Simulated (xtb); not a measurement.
xtb input (GFN2-xTB):

```bash
xtb mol.xyz --gfn 2 --ohess tight --chrg 0 --uhf 0
```
mol.xyz:
```
3

Ni    -1.00547286    -0.79992961    -0.89497147
O      0.83769943     0.70971858     0.80097474
C      0.13131776     0.09695725     0.08840177
```

End of the output:

```
optimized geometry written to: xtbopt.xyz

           -------------------------------------------------
          | TOTAL ENERGY              -10.912148261550 Eh   |
          | TOTAL ENTHALPY            -10.901513298535 Eh   |
          | TOTAL FREE ENERGY         -10.930305239125 Eh   |
          | GRADIENT NORM               0.000381940962 Eh/α |
          | HOMO-LUMO GAP               2.049953948479 eV   |
           -------------------------------------------------

------------------------------------------------------------------------
------------------------------------------------------------------------
 total:
 SCF:
 ANC optimizer:
 analytical hessian:
```
